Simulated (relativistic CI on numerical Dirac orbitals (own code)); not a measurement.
**Slater and spin-orbit integrals, Pd²⁵⁺**

Computed by Dirac-Coulomb-Breit CI, orbitals from a KLI potential per configuration, a model potential for QED, unscaled Slater integrals (own radial code, finite nucleus).

Slater integrals F^k, G^k are unscaled and averaged over j, outside the closed core [Ne]; ζ comes from projecting the Hamiltonian with its Breit term on Σ l·s of the shell.

- 3s2 3p6 3d3: F^2(3d,3d) = 325790, F^4(3d,3d) = 209860, ζ(3d) = 22344 cm⁻¹; <r>(3d) = 0.3117, <r^2>(3d) = 0.1131 (bohr units).
- 3s2 3p5 3d4: ζ(3p) = 178560, F^2(3d,3d) = 324970, F^4(3d,3d) = 209310, F^2(3p,3d) = 287690, G^1(3p,3d) = 315020, G^3(3p,3d) = 207960, ζ(3d) = 22005 cm⁻¹; <r>(3p) = 0.3458, <r^2>(3p) = 0.1381, <r>(3d) = 0.3124, <r^2>(3d) = 0.1136 (bohr units).
- 3s 3p6 3d4: F^2(3d,3d) = 324640, F^4(3d,3d) = 209090, G^2(3s,3d) = 237470, ζ(3d) = 22194 cm⁻¹; <r>(3s) = 0.353, <r^2>(3s) = 0.1419, <r>(3d) = 0.3127, <r^2>(3d) = 0.1139 (bohr units).

Problem. Give the Racah parameters of the d shell in 3s2 3p6 3d3.

Solution. B = F²/49 − 5F⁴/441 = 4269 cm⁻¹ and C = 35F⁴/441 = 16655 cm⁻¹.

Averages of the first 10 configurations, taken without configuration mixing, which lowers the lowest level and can move excited configurations by several eV; other configurations of the list can lie among them:

| Configuration | Parity | States | Average energy above the lowest level (eV) |
| --- | --- | --- | --- |
| 3s2 3p6 3d3 | even | 120 | 18.6 |
| 3s2 3p5 3d4 | odd | 1260 | 191.2 |
| 3s 3p6 3d4 | even | 420 | 322.2 |
| 3s2 3p6 3d2 4s | even | 90 | 534.3 |
| 3s2 3p6 3d2 4p | odd | 270 | 580.8 |
| 3s2 3p6 3d2 4d | even | 450 | 646.1 |
| 3s2 3p6 3d2 4f | odd | 630 | 704.0 |
| 3s2 3p5 3d3 4s | odd | 1440 | 701.7 |
| 3s2 3p5 3d3 4p | even | 4320 | 748.3 |
| 3s 3p6 3d3 4s | even | 480 | 833.8 |
